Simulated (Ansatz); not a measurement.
Molecule: chloro(difluoro)methane, CHClF$_{2}$ (charge 0, singlet). SMILES: FC(F)Cl
Geometry from a B3LYP-D3(BJ)/def2-TZVP (Ansatz, a first-principles code) optimisation:
```
C
F 1 1.3432
F 1 1.3432 2 108.21
H 1 1.0879 2 110.03 3 120.24
Cl 1 1.7787 4 109.10 3 120.43
```
Charge 0, spin multiplicity 1.

Wanted: enthalpy of formation at 298 K, in kcal/mol. Conventions: LANL2DZ with its own core potentials from Na on; 6-311+G** with 5d, 6d on Na to Ar in Ansatz; non-relativistic; six Cartesian d functions in 6-31G* and its kin unless marked 5d; frozen cores in correlated levels; no spin-orbit coupling; open shells spin-unrestricted. Basis-set limits of correlation are two-point, X^-3; Hartree-Fock from the larger set. [CCSD(T)-MP2]/basis is that difference in the basis named. First-principles rows: single points at B3LYP-D3(BJ) geometries (Ansatz), with unscaled harmonic terms from B3LYP/6-31G* (Ansatz) at its own minima, enthalpies of formation by atomisation with measured atoms.

Measured values: Active Thermochemical Tables 1.112 (ions: stationary electron), as tabulated in the package chemicals; they hold spin-orbit and core effects, anharmonicity. 

Value to compare with, the measured value: -115.4 kcal/mol.

| level | program | enthalpy of formation at 298 K (kcal/mol) | error |
|---|---|---|---|
| HF/STO-3G | Ansatz | 17.1 | 132.5 |
| HF/3-21G | Ansatz | 69.3 | 184.7 |
| HF/LANL2DZ | Ansatz | 91.8 | 207.2 |
| HF/6-31G* | Ansatz | 25.3 | 140.7 |
| HF/6-311+G** | Ansatz | 28.7 | 144.1 |
| RI-MP2/CBS(aug-cc-pV(T+d)Z,aug-cc-pV(Q+d)Z)+[CCSD(T)-MP2]/aug-cc-pV(T+d)Z | Ansatz | -117.4 | -2.0 |

Among the 5 habitual levels, HF/LANL2DZ lies farthest from the measured value (207.2 kcal/mol) and HF/STO-3G nearest (132.5); 5 of 5 lie above it, and their mean absolute error is 161.8 kcal/mol, the median 144.1. One case shows no general order.

The sets are all those run for this method; left out are runs that failed, that the program found above a lower state of the same kind, or whose <S^2> lies over 0.5 above the pure value.
